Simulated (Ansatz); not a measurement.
Input file for Ansatz (a quantum-chemistry and plane-wave program): R-CAM-B3LYP/def2-TZVPPD on AsH3 (SMILES [AsH3]). Files ending in .json are basis or fitting sets from the Basis Set Exchange.

Ansatz 0.2 input:
```yaml
crystal:
  periodic: [false, false, false]
  atoms:
    - {symbol: As, position_ang: [0.03279160, 0.58395075, 0.37225558]}
    - {symbol: H, position_ang: [-0.77308239, 1.77910094, -0.11562530]}
    - {symbol: H, position_ang: [-0.22603419, -0.21641850, -0.89589280]}
    - {symbol: H, position_ang: [1.34539978, 1.14821675, -0.15168653]}
basis:
  gaussian:
    orbitals: def2-TZVPPD.json
hamiltonian:
  xc: {name: CAM-B3LYP}
scf: {lower_state_search: off}
```

Q: Predict the final total energy.

A: -2237.7831 hartree.
